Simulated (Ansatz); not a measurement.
Consider the redistribution: `C[Te][AsH]O` + GeH₄ → `O[AsH2]` + `C[Te][GeH3]`.

Gas-phase electronic energies from Ansatz, PBE0-D4/def2-TZVP geometries. CBS: MP2 limit from def2 TZ/QZ plus the TZ coupled-cluster correction, frozen cores. DFT in def2-TZVPP. Elements past krypton have def2 core potentials. For As, Ge, Te outer-core shells are correlated without core-valence functions, which leaves a few kJ/mol of doubt a bond. Scalar relativity is left out up to krypton. Each species was taken in one conformer, which may not be the lowest.

```json
{"level": "LDA (SPW92)", "ΔE (kJ/mol)": "18.1", "difference from CCSD(T)/CBS": "10.4"}
{"level": "r2SCAN-D4", "ΔE (kJ/mol)": "13.1", "difference from CCSD(T)/CBS": "5.4"}
{"level": "B97M-V", "ΔE (kJ/mol)": "11.9", "difference from CCSD(T)/CBS": "4.2"}
{"level": "ωB97X-V", "ΔE (kJ/mol)": "4.4", "difference from CCSD(T)/CBS": "-3.3"}
{"level": "r2SCAN", "ΔE (kJ/mol)": "12.5", "difference from CCSD(T)/CBS": "4.8"}
{"level": "CAM-B3LYP", "ΔE (kJ/mol)": "6.3", "difference from CCSD(T)/CBS": "-1.4"}
{"level": "LC-ωPBE", "ΔE (kJ/mol)": "1.3", "difference from CCSD(T)/CBS": "-6.4"}
{"level": "CCSD(T)/def2-SVP", "ΔE (kJ/mol)": "3.5", "difference from CCSD(T)/CBS": "-4.2"}
{"level": "MP2/def2-TZVPP", "ΔE (kJ/mol)": "5.0", "difference from CCSD(T)/CBS": "-2.7"}
{"level": "MP2/CBS(def2)", "ΔE (kJ/mol)": "9.0", "difference from CCSD(T)/CBS": "1.3"}
{"level": "CCSD(T)/CBS", "ΔE (kJ/mol)": "7.7", "difference from CCSD(T)/CBS": "0"}
```

Largest T1 diagnostic among the species: 0.012.

From PBE to PBE0 (25 % exact exchange), in def2-TZVPP and without D4, ΔE moves by −7.0 kJ/mol. In def2-TZVPP, CCSD(T) changes the Hartree–Fock value by +9.6 kJ/mol (the triples alone add +3.5 kJ/mol) and MP2 by +10.9 kJ/mol. The D4 term adds +3.9 kJ/mol with B3LYP and +2.1 kJ/mol with PBE0; it sums over pairs of atoms, weighted by their polarisabilities, and B3LYP, whose exchange is more repulsive, gets the larger term.

B3LYP here is the variant with VWN-RPA as its local correlation; programs differ in this.
